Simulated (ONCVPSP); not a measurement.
**Pseudopotential generation for Hf (Z = 72): ONCV, PBEsol, fully relativistic.**

Hf, optimised norm-conserving Vanderbilt (ONCV), made with ONCVPSP 4.0.1 (PBEsol, fully relativistic). Core [Kr] 4d10 4f14 5s2, reference 5p6 5d2 6s1.75 6p0.25. Waves: 6s: rc 2.15 bohr, ncon 4, nbas 8, qcut 2.9 1/bohr, 2 projectors, debl 3.4 Ha; 5p+6p: rc 1.85 bohr, ncon 4, nbas 8, qcut 9.2 1/bohr, 2 projectors; 5d: rc 2.60 bohr, ncon 5, nbas 9, qcut 6.8 1/bohr, 2 projectors, debl 3 Ha. Local part: polynomial inside 1.70 bohr (lpopt 4, dvloc0 0 Ha). Core correction: polynomial model core, fcfact 0.2.

Open shells are filled in proportion to 2j + 1.

All-electron outer shells of the reference configuration (PBEsol, scalar-relativistic, ld1.x):

| shell | level (eV) | outermost node (bohr) | outermost maximum (bohr) |
| --- | --- | --- | --- |
| 5s | -67.42 | 0.55 | 1.01 |
| 5p | -35.97 | 0.60 | 1.16 |
| 4f | -17.24 | – | 0.45 |
| 6s | -5.37 | 1.37 | 2.89 |
| 5d | -3.03 | 0.67 | 1.69 |
| 6p | -1.56 | 1.66 | 4.00 |

Task: Does this generation succeed?

Result: No. ONCVPSP 4.0.1 stopped with "optimize: ERROR ps0norm > uunorm, code will stop": the continuity conditions at rc already need more norm inside rc than the all-electron wave has, so norm conservation cannot be met. It happened in the s channel.
